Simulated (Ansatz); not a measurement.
`CC[Si]OC` and `CO[Si]Br` differ in one atom or group.

Ansatz, PBE0-D4/def2-TZVP geometries, multiplicity 1. Each molecule was computed in one conformer, which needn't be the lowest.

Scalar relativity is left out up to krypton.

| property | `CC[Si]OC` |
| --- | --- |
| HOMO energy (ωB97M-V/def2-TZVPP) / eV | -8.10 |
| size of the dipole moment (B3LYP/def2-TZVPP) / D | 2.27 |
| LUMO energy (B3LYP/def2-TZVPP) / eV | -1.71 |
| HOMO energy (PBE0/def2-TZVPP) / eV | -6.00 |
| HOMO energy (PBE/def2-TZVPP) / eV | -4.94 |
| HOMO energy (B3LYP/def2-TZVPP) / eV | -5.83 |

**Question.** What does the change do to each property? (An estimate is asked.)

**Answer.** Computed: 
```csv
property,`CO[Si]Br`,shift
HOMO energy (ωB97M-V/def2-TZVPP) / eV,-9.36,-1.26
size of the dipole moment (B3LYP/def2-TZVPP) / D,1.94,-0.33
LUMO energy (B3LYP/def2-TZVPP) / eV,-2.16,-0.45
HOMO energy (PBE0/def2-TZVPP) / eV,-7.32,-1.32
HOMO energy (PBE/def2-TZVPP) / eV,-6.25,-1.31
HOMO energy (B3LYP/def2-TZVPP) / eV,-7.12,-1.29
```

With PBE0 the HOMO falls by 1.32 eV and the LUMO falls by 0.47 eV, so the gap widens by about 0.85 eV. PBE moves the HOMO by -1.31 eV and ωB97M-V by -1.26 eV. The zero-point energy changes by -167.1 kJ/mol with -18 modes. Dipoles are sizes alone; their direction can turn.

B3LYP here is the variant with VWN-RPA as its local correlation; programs differ in this.

Spin–orbit coupling is left out; it splits and shifts lone-pair levels of the heavy atoms by tenths of an eV.
